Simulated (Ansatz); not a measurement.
```xyz
18

C     2.390    1.970   -0.532
O     1.731    0.823   -0.086
Ta    0.037   -0.032    0.023
N    -1.192    1.012   -0.719
O    -0.415   -0.332    1.844
C    -1.352   -0.044    2.837
O     0.092   -1.688   -0.907
C    -0.469   -2.409   -1.962
H     1.692    2.668   -1.006
H     2.873    2.474    0.311
H     3.163    1.698   -1.258
H    -1.888    1.604   -1.138
H    -2.149    0.601    2.454
H    -0.864    0.461    3.676
H    -1.800   -0.972    3.208
H    -0.917   -3.334   -1.585
H    -1.242   -1.826   -2.473
H     0.308   -2.675   -2.687
```

The species carries charge 0 and has multiplicity 1. Ta: def2 effective core potential.

Question: List the ωB97M-V/def2-TZVPP orbital energies in eV (Ansatz). (Best estimate.)

Answer: The calculation gave: Occupied: -525.93, -525.93, -525.93, -393.31, -282.59, -282.59, -282.59, -78.13, -43.99, -43.90, -43.90, -30.56, -30.25, -30.25, -23.51, -21.50, -21.40, -21.40, -15.73, -15.58, -15.58, -15.21, -15.21, -15.16, -15.03, -15.03, -14.96, -14.15, -11.65, -11.65, -11.19, -10.47, -10.47, -10.25, -9.71, -9.71. Lowest empty: 1.54, 2.73, 2.74, 2.74, 3.12, 3.12, 3.46, 3.72.
